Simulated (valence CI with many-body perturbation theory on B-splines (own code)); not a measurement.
Energy levels of Ho54+

Level of theory: relativistic CI+MBPT: three valence electrons over a frozen Dirac-Fock core [Ne], a basis of 11 s, 11 p, 10 d, 8 f, 5 g, 2 h functions for each j, with the one-electron correlation potential Σ1, the two-electron term Σ2, the three-electron term Σ3, Breit, model QED; selected CI, second order for the rest, scaled by the run's own slope (own B-spline code, finite nucleus).

No measured spectrum was set against this ion. As an estimate, large intervals hold to a few tenths of a per cent, small ones and those within an open d or f shell to about a per cent.

Levels 91 to 135 of 157, with energies above the lowest level, (3s^2 3p1/2) J=1/2. "Leading %" is the weight of the configuration and term that name the level; weights of strongly mixed levels are sums over their largest components and can fall short. In the jj column 3d3/2^4 stands for four electrons in 3d with j = 3/2. Lifetimes count E1, E2, E3, M1 and M2 decay at the calculated energies, and are blank where another channel may lead or the interval is too uncertain; long ones can be off by a factor of two.

```csv
No.,Configuration,Term,J,E (eV),Leading %,g,Lifetime,Second component,Leading jj
91,3p²3d,²F,7/2,1204.6,52,1.229,608 fs,36 % 3p²3d ⁴D,3p3/2^2 3d5/2 (96 %)
92,3p²3d,²P,1/2,1217.3,50,1.329,526 fs,32 % 3p²3d ²S,3p3/2^2 3d5/2 (93 %)
93,3p3d²,²F°,7/2,1226.4,33,1.193,2.57 ps,31 % 3p3d² ⁴D°,3p1/2 3d5/2^2 (95 %)
94,3p3d²,⁴G°,9/2,1229.3,30,1.108,3.85 ps,26 % 3p3d² ²H°,3p1/2 3d5/2^2 (96 %)
95,3p²3d,²D,5/2,1230.6,76,1.198,617 fs,15 % 3p²3d ⁴D,3p3/2^2 3d5/2 (99 %)
96,3p3d²,²P°,3/2,1235.4,29,1.339,2.37 ps,25 % 3p3d² ⁴P°,3p1/2 3d5/2^2 (98 %)
97,3p3d²,²F°,5/2,1237.0,39,1.096,2.92 ps,23 % 3p3d² ⁴D°,3p1/2 3d5/2^2 (97 %)
98,3p²3d,²P,3/2,1242.7,45,1.184,489 fs,27 % 3p²3d ²D,3p3/2^2 3d5/2 (93 %)
99,3p²3d,²D,5/2,1244.8,52,1.149,504 fs,19 % 3p²3d ²F,3p3/2^2 3d5/2 (93 %)
100,3p3d²,²P°,1/2,1261.8,73,0.652,2.08 ps,18 % 3p3d² ⁴D°,3p1/2 3d5/2^2 (96 %)
101,3p3d²,⁴F°,3/2,1345.7,31,0.868,417 fs,24 % 3p3d² ⁴D°,3p3/2 3d3/2^2 (98 %)
102,3p3d²,⁴F°,5/2,1351.8,39,0.983,440 fs,20 % 3p3d² ²F°,3p3/2 3d3/2^2 (92 %)
103,3p3d²,⁴D°,1/2,1353.2,75,0.223,410 fs,21 % 3p3d² ²P°,3p3/2 3d3/2^2 (98 %)
104,3p3d²,²G°,7/2,1353.8,32,1.057,458 fs,24 % 3p3d² ²F°,3p3/2 3d3/2^2 (92 %)
105,3p3d²,²P°,3/2,1374.2,24,1.398,417 fs,24 % 3p3d² ⁴D°,3p3/2 3d3/2^2 (85 %)
106,3p3d²,⁴G°,9/2,1382.7,54,1.176,691 fs,22 % 3p3d² ⁴F°,3p3/2 3d3/2 3d5/2 (99 %)
107,3p3d²,²F°,7/2,1387.2,33,1.189,641 fs,31 % 3p3d² ⁴F°,3p3/2 3d3/2 3d5/2 (98 %)
108,3p3d²,⁴G°,11/2,1394.1,55,1.181,860 fs,45 % 3p3d² ²H°,3p3/2 3d3/2 3d5/2 (86 %)
109,3p3d²,⁴P°,5/2,1397.4,44,1.419,625 fs,38 % 3p3d² ⁴D°,3p3/2 3d3/2 3d5/2 (98 %)
110,3p3d²,²S°,1/2,1398.6,46,1.759,566 fs,30 % 3p3d² ⁴P°,3p3/2 3d3/2 3d5/2 (98 %)
111,3p3d²,⁴D°,3/2,1400.4,43,1.209,545 fs,28 % 3p3d² ²D°,3p3/2 3d3/2 3d5/2 (94 %)
112,3p3d²,²F°,5/2,1400.6,48,1.055,577 fs,39 % 3p3d² ⁴D°,3p3/2 3d3/2 3d5/2 (98 %)
113,3p3d²,⁴D°,7/2,1404.4,35,1.151,649 fs,32 % 3p3d² ²G°,3p3/2 3d3/2 3d5/2 (96 %)
114,3p3d²,²G°,7/2,1415.0,38,1.125,585 fs,23 % 3p3d² ⁴D°,3p3/2 3d3/2 3d5/2 (86 %)
115,3p3d²,²D°,5/2,1418.6,58,1.192,553 fs,14 % 3p3d² ²F°,3p3/2 3d3/2 3d5/2 (86 %)
116,3p3d²,²P°,3/2,1420.7,41,1.103,530 fs,20 % 3p3d² ²D°,3p3/2 3d3/2 3d5/2 (93 %)
117,3p3d²,²G°,9/2,1421.6,76,1.065,631 fs,19 % 3p3d² ²H°,3p3/2 3d3/2 3d5/2 (94 %)
118,3p3d²,²D°,3/2,1430.7,55,1.129,520 fs,17 % 3p3d² ⁴S°,3p3/2 3d3/2 3d5/2 (91 %)
119,3p3d²,²F°,5/2,1432.8,47,1.039,599 fs,34 % 3p3d² ²D°,3p3/2 3d3/2 3d5/2 (83 %)
120,3p3d²,²H°,11/2,1436.2,55,1.162,1.30 ps,45 % 3p3d² ⁴G°,3p3/2 3d5/2^2 (86 %)
121,3p3d²,²P°,1/2,1438.1,78,0.729,532 fs,7 % 3p3d² ⁴D°,3p3/2 3d3/2 3d5/2 (84 %)
122,3p3d²,²F°,5/2,1446.7,40,1.136,856 fs,31 % 3p3d² ²D°,3p3/2 3d5/2^2 (76 %)
123,3p3d²,²F°,7/2,1446.8,51,1.211,1.08 ps,34 % 3p3d² ⁴D°,3p3/2 3d5/2^2 (93 %)
124,3p3d²,⁴F°,9/2,1449.2,51,1.209,941 fs,45 % 3p3d² ²G°,3p3/2 3d5/2^2 (95 %)
125,3p3d²,²P°,1/2,1465.2,76,0.814,776 fs,14 % 3p3d² ²S°,3p3/2 3d5/2^2 (85 %)
126,3p3d²,²F°,7/2,1477.5,55,1.128,787 fs,15 % 3p3d² ⁴D°,3p3/2 3d5/2^2 (94 %)
127,3p3d²,²P°,3/2,1479.1,73,1.288,948 fs,9 % 3p3d² ²D°,3p3/2 3d5/2^2 (98 %)
128,3p3d²,²D°,5/2,1479.9,63,1.155,800 fs,15 % 3p3d² ²F°,3p3/2 3d5/2^2 (97 %)
129,3p3d²,²P°,3/2,1494.9,55,1.237,692 fs,21 % 3p3d² ²D°,3p3/2 3d5/2^2 (92 %)
130,3d³,⁴F,3/2,1545.7,50,0.681,418 fs,36 % 3d³ ²D,3d3/2^3 (97 %)
131,3d³,⁴F,5/2,1587.8,84,1.047,572 fs,14 % 3d³ ²D,3d3/2^2 3d5/2 (98 %)
132,3d³,⁴P,3/2,1595.1,39,1.197,541 fs,29 % 3d³ ⁴F,3d3/2^2 3d5/2 (97 %)
133,3d³,²H,9/2,1596.6,45,1.040,659 fs,42 % 3d³ ²G,3d3/2^2 3d5/2 (99 %)
134,3d³,²G,7/2,1596.9,48,1.046,616 fs,36 % 3d³ ⁴F,3d3/2^2 3d5/2 (95 %)
135,3d³,⁴P,1/2,1600.6,60,1.854,533 fs,40 % 3d³ ²P,3d3/2^2 3d5/2 (99 %)
```
